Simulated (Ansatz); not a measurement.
Input file for Ansatz (a quantum-chemistry and plane-wave program): R-B3LYP/def2-TZVPP on Cl6In2 (SMILES [Cl][In-]1([Cl])[Cl+][In-]([Cl])([Cl])[Cl+]1). Elements past Kr take the def2 small-core potentials; no spin–orbit coupling.

Ansatz 0.2 input:
```yaml
crystal:
  periodic: [false, false, false]
  atoms:
    - {symbol: In, position_ang: [1.83610867, -0.00056304, 0.00142998]}
    - {symbol: In, position_ang: [-1.83608235, 0.00061299, -0.00095599]}
    - {symbol: Cl, position_ang: [0.00100904, 1.77096052, 0.00654835]}
    - {symbol: Cl, position_ang: [-0.00103979, -1.77091103, -0.00009219]}
    - {symbol: Cl, position_ang: [2.89046396, -0.00716138, 2.08368222]}
    - {symbol: Cl, position_ang: [2.88563926, 0.00268513, -2.08337105]}
    - {symbol: Cl, position_ang: [-2.89330122, -0.00087116, 2.07990048]}
    - {symbol: Cl, position_ang: [-2.88279757, 0.00514798, -2.08714179]}
basis:
  gaussian:
    orbitals: def2-TZVPP
hamiltonian:
  xc: {name: B3LYP}
scf: {lower_state_search: off}
```

The log:

```
WARN ansatz: RAYON_NUM_THREADS=4 ignored (pool sized by the plan → 4); use --threads N
Functional definition: B3LYP
these checks for a lower state are left out or cut short: stability, starts, cluster_reference, orbital_swaps, neighbouring_geometries, increment
integrals: 0.73 GiB planned
2808 factors; their error is unknown
mean field: 4.59 GiB planned
mean field evaluation 1: about -85497.4891 eV, gradient 3.9e1 eV
mean field evaluation 2: about -85493.4446 eV, gradient 5.9e1 eV
mean field evaluation 4: about -85501.0646 eV, gradient 1.3e0 eV
mean field evaluation 8: about -85501.0681 eV, gradient 2.3e-2 eV
mean field evaluation 16: about -85501.2819 eV, gradient 2.9e-5 eV
mean field -85501.28191968 eV, -3142.1141556977 hartree, gradient 6.0e-6 eV, S^2 0.000000; 0 other end points of the search recorded, 0 dependent functions left out
reference -85501.28230732 eV, -3142.1141699433 hartree; 72, 72 occupied and 280, 280 virtual orbitals, 2808 factors
Total energy: -85501.28230732 eV, -3142.1141699433 hartree
Checks for a lower state left out: stability, starts, cluster_reference, orbital_swaps, neighbouring_geometries, increment
```

The run converged.

Cost: roughly 21 core-seconds.
